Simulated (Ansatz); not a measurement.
Relaxed structures of H2SeS, closed shell (PBE0-D4/def2-TZVP; forces vanish, vibrations not checked; lower isomers may exist, and structures with a doubtful reference or unclear bonds are left out; Å). Ansatz 0.2.0; basis: def2-TZVPP; cores frozen in the correlated methods. Filled d shells of the heavier atoms are correlated. The def2 sets are not built for correlating such inner shells, so the correlated values are less sure here.

(1) Rank them by CCSD(T) energy, lowest first, and give each one's height above the lowest. Links in brackets join atoms within 1.22 times the sum of their covalent radii (1.1 for two metals). (An estimate is asked for; the value comes from the calculation.)
A.
H₂SeS ([SH][SeH])
```
4
angstrom
S -0.2780 -0.9790 0.6361
Se -0.6148 0.6098 -0.8328
H 0.9503 -1.3459 0.2285
H -0.0575 1.7152 -0.0318
```
B.
H₂SeS ([SH2][Se])
```
4
angstrom
S -0.3956 -1.2633 0.2794
Se -0.6975 0.6586 -0.6108
H 0.9348 -1.3958 0.5330
H -0.6395 -1.1430 1.6128
```
C.
H₂SeS ([S][SeH2])
```
4
angstrom
S -0.2421 -1.0520 0.4890
Se -1.0423 0.5902 -0.5328
H -0.6736 0.4122 -1.9754
H -0.0125 1.6777 -0.4593
```

The T1 diagnostic stays at or below 0.013.

Results:

(1) By the calculation: A (0.0 kJ/mol), B (106.3 kJ/mol), C (132.4 kJ/mol). Heights count from the lowest.

For scale, one of the runs: CCSD(T)/def2-TZVPP, 118 basis functions, launched by `ansatz run in.yaml --threads 2 --pin off --events-out ev --progress --plain --max-ram 4352MiB`. The run took about 6 s on 2 CPU threads of an Intel Xeon 6975P-C (shared host).
